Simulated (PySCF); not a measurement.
A structure optimised at PBE-D3(BJ)/def2-SVP, used in a PySCF frequency run:

```
P
O 1 1.4947
O 1 1.6278 2 116.74
H 3 0.9772 1 109.09 2 34.76
O 1 1.6278 2 116.74 3 -120.00
H 5 0.9772 1 109.09 2 34.76
O 1 1.6278 2 116.74 3 120.00
H 7 0.9772 1 109.09 2 34.76
```

**Question.** Write its SMILES, formula and point group.

**Answer.** O=P(O)(O)O, H3O4P, C3

**Question.** What are its rotational constants (standard atomic weights)?

**Answer.** 4.3809, 4.2882, 4.2882 GHz
